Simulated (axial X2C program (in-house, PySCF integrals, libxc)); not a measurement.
# Low determinants of TeI⁺ at the PBE0 level, without spin–orbit coupling

Computed with an axial X2C code built on PySCF integrals. Spin-free means the one-electron spin-free X2C Hamiltonian. Basis: I dyall-cv3z [11s12p8d4f1g], Te dyall-cv3z [11s12p8d4f1g] (cores contracted in-house); Gaussian nuclei, density fitting, unrestricted open shells. Masses: I 126.904 u, Te 129.906 u.

Search at 2.576 Å (vertical energies from the lowest determinant):

```csv
ΔE (eV),state,electrons beyond evenly filled partner blocks,"electrons in σ, π, δ, φ"
0.00,"M_S = 1, Λ = 0","π+α, π-α",42 46 16 0
0.68,"M_S = 0, Λ = 0","π+β, π-α",42 46 16 0
0.68,"M_S = 0, Λ = 2","π+α, π+β",42 46 16 0
2.52,"M_S = 1, Λ = 2","2 × π+α, 2 × π+β, 2 × π-α",42 46 16 0
3.04,"M_S = 1, Λ = 1","σα, π+α",43 45 16 0
3.31,"M_S = 0, Λ = 1","σα, π+β",43 45 16 0
3.80,"M_S = 2, Λ = 1","σα, 2 × π+α, π+β, 2 × π-α",43 45 16 0
```

Lowest determinant, M_S = 1, Λ = 0 (beyond evenly filled blocks: π+α, π-α): Re = 2.559 Å, ωe = 256.4 cm⁻¹.

The determinant in row 2 of the search, M_S = 0, Λ = 0 (beyond evenly filled blocks: π+β, π-α), was followed along the bond at PBE0; measured from the minimum of the lowest determinant it gives:

Te = 0.683 eV (5506 cm⁻¹), Re = 2.553 Å, ωe = 260.6 cm⁻¹.

(1) Compare the bond of the determinant in row 2 with that of the lowest one.

The search compares states at one distance, so a state with another bond length can lie lower; it is not exhaustive and yields mostly the lowest determinant of each block pattern, so other components and higher states of one pattern are missing. These are energies of single determinants, not of spin-adapted states; PBE0 term energies can be off by some tenths of an eV, and the functional has no current term. The lowest determinant need not be the ground state where others lie within half an eV. Row 2 is spin-contaminated (⟨S²⟩ = 1.00 against 0.00), so its values are not those of a pure state.

Results:

(1) At PBE0 its Re is 0.006 Å shorter and its force constant, which goes as ωe², is 1.03 times that of the lowest determinant. This determinant mixes spin states, so it has no term energy of its own.
